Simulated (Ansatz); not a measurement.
K3I2. The state is a doublet with charge 0. Geometry B3LYP-D4/def2-SVP, basis def2-TZVP, Ansatz.

Cartesian coordinates in Å:
```
K 0.940 -1.263 -1.183
K -2.831 0.060 -2.628
K 0.555 1.255 2.380
I -1.851 -0.285 0.663
I 3.187 0.234 0.768
```

| run | HOMO (eV) | LUMO (eV) |
| --- | --- | --- |
| A | -2.85 | -1.24 |
| B | -2.42 | -1.53 |
| C | -2.45 | -1.81 |
| D | -2.29 | -1.58 |
| E | -2.57 | -2.05 |

In the def2 sets I takes a core potential; there is no spin–orbit coupling. Another isomer (doublet) lies 0.10 eV lower at PBE-D4/def2-SVP; other spin states weren't run for this one.

HOMO and LUMO are taken over both spins.

The runs used B97M-V, LDA (SPW92), PBE, PBE0, r2SCAN. Estimate which is which.

A PBE0 (25 % exact exchange); B r2SCAN (0 % exact exchange); C PBE (0 % exact exchange); D B97M-V (0 % exact exchange); E LDA (SPW92) (0 % exact exchange). Exact exchange lowers occupied and raises empty levels; among semilocal functionals meta-GGAs tend to open the gap a little, and such runs are hard to tell apart. The gap grows from 0.51 eV (LDA (SPW92)) to 1.60 eV (PBE0).
